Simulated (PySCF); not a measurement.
Gas-phase reaction: 6 GeH3 + S2 ⇌ 2 Ge3H8 + 2 SH, at 1000 K and a standard pressure of 1 bar. Level: ωB97X-V/def2-TZVP†.

Energies from PySCF, thermal terms from the rigid-rotor harmonic-oscillator model, ideal gas at 1 bar. † marks an energy on the PBE0/def2-TZVP geometry and frequencies. Open shells (unrestricted): GeH3 (multiplicity 2), S2 (multiplicity 3), SH (multiplicity 2, electronic degeneracy 4); the rest are closed-shell singlets. Spin-orbit splitting is ignored; it lowers the true energy and changes the entropy of SH. Ge: all electrons, no relativistic terms. GeH3: computed as isolated molecules; such fragments, hydroxides, amides, oligomers or adducts are transient or little studied in the gas. The harmonic model lacks anharmonicity and excited electronic states, which grow with temperature; levels with a mode under 35 cm⁻¹ are left out. Internal rotation in Ge3H8 is treated as a harmonic vibration of one conformer, which makes the entropy rough.

```csv
species,E (Ha),H(1000 K) − E (kJ/mol),S°(1000 K) (J/mol/K)
GeH3,-2078.55165,103.0,295.0
S2,-796.26417,38.2,270.2
Ge3H8,-6235.25173,313.6,593.2
SH,-398.68968,45.9,234.0
```
E: electronic energy; H − E holds the zero-point and thermal terms. 1 Ha = 2625.5 kJ/mol.

Q: Work out ΔH°, ΔS°, ΔG° and log10 K from these numbers.

A: 1. ΔE = 2×(-6235.25173) + 2×(-398.68968) − 6×(-2078.55165) − 1×(-796.26417) = -0.30875 Ha = -810.6 kJ.
2. Δ(H − E) = 2×(313.6) + 2×(45.9) − 6×(103.0) − 1×(38.2) = 62.8 kJ, so ΔH° = -747.8 kJ.
3. ΔS° = 2×(593.2) + 2×(234.0) − 6×(295.0) − 1×(270.2) = -385.8 J/K; the number of gas molecules changes by -3.
4. ΔG° = ΔH° − TΔS° = -747.8 − 1000×(-385.8)/1000 = -362.0 kJ.
5. log10 K = −ΔG°/(RT ln 10) = 18.91, with RT ln 10 = 19.14 kJ/mol; at standard pressures the products are favoured.
6. A shift of 10 kJ in ΔE would move log10 K by 0.52 here.
For scale, ΔH°(298 K) is -779 kJ at this level, -735 kJ at ωB97M-V/def2-TZVP†, and runs from -810 to -547 kJ over the 18 levels computed.
